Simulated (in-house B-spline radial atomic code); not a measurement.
Configurations of the selenium ion Se⁴⁺, with energies counted from [Ar] 3d10 4s2. Method: scalar-relativistic (X2C) PBEsol, spin-polarised, spherical fractional occupations, Fermi nucleus of rms radius 4.14 fm. Calculated with a radial B-spline atomic code at the basis-set limit. Shells without spins written out take the highest spin.

Occupations are held fixed; configurations that lie above the ionisation limit could autoionise.

```json
{"configuration": "[Ar] 3d10 4s1 5p1", "E - E(ref) (eV)": "40.179", "highest orbital": "5p up", "its <r> (bohr)": "3.596"}
{"configuration": "[Ar] 3d(5 up, 4 down) 4s2 4d(0 up, 1 down)", "E - E(ref) (eV)": "80.763", "highest orbital": "4d down", "its <r> (bohr)": "2.208"}
{"configuration": "[Ar] 3d9 4s2 4f1", "E - E(ref) (eV)": "95.66", "highest orbital": "4f up", "its <r> (bohr)": "3.181"}
{"configuration": "[Ar] 3d9 4s2 5f1", "E - E(ref) (eV)": "103.5", "highest orbital": "5f up", "its <r> (bohr)": "5.671"}
{"configuration": "[Ne] 3s2 3p5 3d10 4s2 4p1", "E - E(ref) (eV)": "160.32", "highest orbital": "4p up", "its <r> (bohr)": "1.712"}
{"configuration": "[Ne] 3s2 3p(3 up, 2 down) 3d10 4s2 4d(0 up, 1 down)", "E - E(ref) (eV)": "180.89", "highest orbital": "4d down", "its <r> (bohr)": "2.205"}
```

(1) Order these further configurations by energy, lowest first.
A. [Ar] 3d10 4s1 5d1
B. [Ne] 3s2 3p5 3d10 4s2 4f1
C. [Ar] 3d10 4s1 4d1
D. [Ar] 3d9 4s2 4p1
E. [Ar] 3d10 4s(0 up, 1 down) 4p(0 up, 1 down)

(2) How far above the reference does [Ar] 3d10 4s(1 up, 0 down) 5s(1 up, 0 down) lie?

(3) How far above the reference does [Ar] 3d10 4s1 4f1 lie?

Answers

(1) E (11.962 eV), C (31.496 eV), A (47.197 eV), D (60.213 eV), B (195.83 eV).

(2) 35.515 eV; its least bound orbital is 5s up with <r> = 3.228 bohr.

(3) 45.433 eV; its least bound orbital is 4f up with <r> = 3.267 bohr.
